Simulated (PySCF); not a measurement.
C4H8BN, SMILES NB(C)CC#C. Atoms are numbered in the order given.

```xyz
14

C      2.3332    -0.2326     1.2614
C      1.5988    -0.2075     0.2819
C      0.6798    -0.1576    -0.8477
B     -0.8292     0.1292    -0.3609
C     -1.5565    -0.8832     0.6110
N     -1.4706     1.2877    -0.8251
H      2.9924    -0.2592     2.1166
H      1.0249     0.6017    -1.5845
H      0.6959    -1.1370    -1.3793
H     -2.5740    -0.5707     0.9220
H     -1.6383    -1.8859     0.1377
H     -0.9434    -1.0333     1.5250
H     -1.0269     1.9709    -1.4401
H     -2.4227     1.5395    -0.5568
```
Charge 0, spin multiplicity 1.

Coordinates come from a PBE-D3(BJ)/def2-SVP optimisation. The structure was generated by enumeration, and PubChem lists no compound with its InChIKey, so it may never have been made. One conformer was computed; it need not be the lowest.

Two levels are set side by side: PBE/pcSseg-1 (PySCF) and PBE0/pcSseg-1 (PySCF). GIAO shifts against BF3 (¹¹B), NH3 (¹⁵N), TMS (¹H), TMS (¹³C) at the same level; non-relativistic, no solvent, atoms listed together averaged. Differences are taken from unrounded values.

```csv
quantity,PBE0,PBE,PBE minus PBE0
δ(¹³C) of C1 (ppm),75.5,71.7,-3.8
δ(¹³C) of C2 (ppm),89.1,87.5,-1.6
δ(¹³C) of C3 (ppm),17.0,18.6,1.6
δ(¹¹B) of B4 (ppm),31.7,30.9,-0.8
δ(¹³C) of C5 (ppm),7.4,7.4,0.0
δ(¹⁵N) of N6 (ppm),114.1,119.9,5.8
δ(¹H) of H7 (ppm),2.22,2.02,-0.20
```

Rough cost on one machine, each run with all the roots and properties that it gave: PBE0 against PBE within a factor of 2.
